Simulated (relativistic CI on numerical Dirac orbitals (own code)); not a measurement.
Radial Dirac CI calculation of Cs IV.

Command:

```sh
python run_levels.py task.json out
```

Input:

```
atom Cs  Z=55  charge=3  electrons=52
nucleus A=133  rms_radius_fm=4.8041
hamiltonian dirac-coulomb  breit=on  qed=on  c_scale=1
orbitals kli  potential=per-configuration
slater_scale 1
correlation none
mixing on
grid step=0.0125 r_max=50.3
scf mixing=0.4 start=green max_iterations=150 tolerance=2e-08 node_fill=0.01
configurations
  [Kr] 4d10 5s2 5p4
  [Kr] 4d10 5s 5p5
  [Kr] 4d10 5s2 5p3 5d
  [Kr] 4d10 5p6
  [Kr] 4d10 5s2 5p2 5d2
end
```

Output:

```
SCF 1: [Kr] 4d10 5s2 5p4
 iter      energy (Ha)   residual   last orbital (Ha)
    1     -7766.626240   2.10e+00     -2.31703
    2     -7782.190592   8.04e-01     -1.79010
    3     -7784.484168   1.52e-01     -1.59942
    4     -7784.552350   5.44e-02     -1.63269
    5     -7784.563823   1.37e-02     -1.61844
    6     -7784.564571   3.69e-03     -1.61187
    7     -7784.564526   3.10e-04     -1.61382
    8     -7784.564539   8.57e-05     -1.61385
    9     -7784.564541   5.47e-06     -1.61380
   10     -7784.564541   2.54e-07     -1.61380
   11     -7784.564541   4.67e-09     -1.61380
SCF 2: [Kr] 4d10 5s 5p5
 iter      energy (Ha)   residual   last orbital (Ha)
    1     -7766.091882   2.09e+00     -2.31703
    2     -7781.590821   8.03e-01     -1.78235
    3     -7783.872614   1.53e-01     -1.58959
    4     -7783.941549   5.31e-02     -1.62320
    5     -7783.952248   1.41e-02     -1.60893
    6     -7783.953103   3.58e-03     -1.60162
    7     -7783.953034   3.52e-04     -1.60362
    8     -7783.953049   7.85e-05     -1.60361
    9     -7783.953052   3.43e-06     -1.60356
   10     -7783.953052   6.58e-07     -1.60356
   11     -7783.953052   3.13e-09     -1.60356
SCF 3: [Kr] 4d10 5s2 5p3 5d
 iter      energy (Ha)   residual   last orbital (Ha)
    1     -7766.143523   2.09e+00     -1.37154
    2     -7781.523751   8.03e-01     -1.03345
    3     -7783.789065   1.53e-01     -0.92536
    4     -7783.858726   5.12e-02     -0.94346
    5     -7783.867790   1.59e-02     -0.93622
    6     -7783.868702   3.42e-03     -0.93181
      ... 16 steps not shown
SCF 5: [Kr] 4d10 5s2 5p2 5d2
 iter      energy (Ha)   residual   last orbital (Ha)
    1     -7765.617359   2.07e+00     -1.37154
    2     -7780.812516   7.99e-01     -1.04180
    3     -7783.051233   1.57e-01     -0.94463
    4     -7783.123527   4.76e-02     -0.97057
    5     -7783.130580   1.77e-02     -0.96352
    6     -7783.131719   3.34e-03     -0.95803
    7     -7783.131643   4.66e-04     -0.95935
    8     -7783.131659   3.77e-05     -0.95925
    9     -7783.131662   1.59e-06     -0.95923
   10     -7783.131662   8.34e-07     -0.95923
   11     -7783.131662   9.24e-09     -0.95923
orbital energies (Ha): 4s -9.3625  4p1/2 -7.5303  4p3/2 -7.0286  4d3/2 -4.0485  4d5/2 -3.9650  5s -2.1608  5p1/2 -1.6848  5p3/2 -1.6138
configuration averages (Ha): Dirac-Coulomb, Breit, QED
  5s2 5p4                      -7784.564541    6.151693    4.098898
  5s 5p5                       -7783.953052    6.151805    4.097335
  5s2 5p3 5d                   -7783.868662    6.150515    4.098906
  5p6                          -7783.242756    6.151893    4.095741
  5s2 5p2 5d2                  -7783.131662    6.149259    4.098908
levels: no., configuration, term, J, E (cm-1), weight
   1 5s2 5p4                3P   2                0.0  0.88
   2 5s2 5p4                3P   0             8612.7  0.71
   3 5s2 5p4                3P   1            12399.0  0.98
   4 5s2 5p4                1D   2            23098.4  0.88
   5 5s2 5p4                1S   0            40132.7  0.69
   6 5s 5p5                 3P*  2           113160.3  0.72
   7 5s 5p5                 3P*  1           120380.1  0.64
   8 5s 5p5                 3P*  0           126558.9  0.65
   9 5s2 5p3 5d             5D*  3           134939.1  0.86
  10 5s2 5p3 5d             5D*  2           135214.4  0.88
  11 5s2 5p3 5d             5D*  0           135611.1  0.85
  12 5s2 5p3 5d             5D*  1           135653.6  0.91
  13 5s2 5p3 5d             5D*  4           135692.2  0.91
  14 5s2 5p3 5d             1P*  1           143682.8  0.57
lowest total energy -7774.403553 Ha
end: converged
```

Against the reference input this run has: node fill of the KLI weights 0.01. The reference run ends at -7774.407920 Ha with Breit and QED terms.

With so few configurations and no correlation, terms lie too far apart (by 10 to 50 % or more near neutrality), their order can be wrong, and levels of other configurations are missing.

Run time about 0.37 s of CPU on one thread of Intel Xeon Platinum 8488C (shared host).
